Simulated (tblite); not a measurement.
Species: germane, GeH₄.
SMILES: `[GeH4]`

Calculated harmonic vibrations of the isolated species, GFN2-xTB (tblite), most abundant isotopes, no scaling. This tight-binding method is rough: wavenumbers can miss measured ones by several per cent, in bad cases by 10 to 20. Modes of hydrogen on germanium can be 10 to 20 % off.

How many normal modes are there?

5 atoms, non-linear: 3N − 6 = 9.

What is the point group of the computed structure, and how do the modes divide by symmetry?

Td. The characters give 1 non-degenerate, 1 twofold and 2 threefold fundamentals, 1 of them totally symmetric.

How many distinct wavenumbers does the calculation give?

4, with degenerate components joined.

How many fundamentals are allowed in the infrared by symmetry?

2 of 4, those that transform like x, y or z.

How far is the lowest real mode excited at 200 K, as a harmonic oscillator?

θ = hcν̃/k = 1101 K for 765.5 cm⁻¹, so N1/N0 = 0.0041 and ⟨v⟩ = 1/(exp(θ/T) − 1) = 0.0041, for each component of the degenerate mode taken as one oscillator.

Time: under 0.1 s wall. Hardware: Arm Neoverse V2, one thread, shared host with 96 logical CPUs at a one-minute load of 36. The figure is for the frequency step alone.
